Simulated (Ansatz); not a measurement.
Isolated molecules relaxed with PBE0-D4/def2-TZVP in Ansatz; ΔE leaves out vibrations. CCSD(T)/CBS adds triple-zeta CCSD(T) − MP2 to the extrapolated MP2 energy (def2 sets, frozen cores). This one scheme is used for every species. DFT in def2-TZVPP. B3LYP here is the variant with VWN-RPA as its local correlation; programs differ in this. Each species was taken in one conformer, which may not be the lowest.

`CO[SiH](Cl)OC` → `CO[Si]OC` + HCl  (silylene formation by 1,1-elimination)

Problem. Is it downhill or uphill in electronic energy at CCSD(T)/CBS, and by how much? (An estimate is asked.)

Solution. Ansatz gave: Uphill: ΔE = +255.3 kJ/mol.

Problem. What do these levels give: PBE0-D4, B3LYP-D4, PBE, PBE0, B3LYP, MP2/def2-TZVPP, CCSD/def2-TZVPP, HF/def2-QZVPP, SCS-MP2/def2-QZVPP, HF/CBS(def2), MP2/CBS(def2), CCSD/CBS(def2)? (Best estimate.)

Solution. Ansatz gave: PBE0-D4 257.9, B3LYP-D4 241.0, PBE 229.5, PBE0 252.0, B3LYP 230.2, MP2/def2-TZVPP 264.4, CCSD/def2-TZVPP 249.5, HF/def2-QZVPP 265.1, SCS-MP2/def2-QZVPP 261.5, HF/CBS(def2) 265.0, MP2/CBS(def2) 271.9, CCSD/CBS(def2) 257.0 kJ/mol.

Largest T1 diagnostic among the species: 0.014.

From PBE to PBE0 (25 % exact exchange), in def2-TZVPP and without D4, ΔE moves by +22.5 kJ/mol. The D4 term adds +10.8 kJ/mol with B3LYP and +5.9 kJ/mol with PBE0; it sums over pairs of atoms, weighted by their polarisabilities, and B3LYP, whose exchange is more repulsive, gets the larger term.
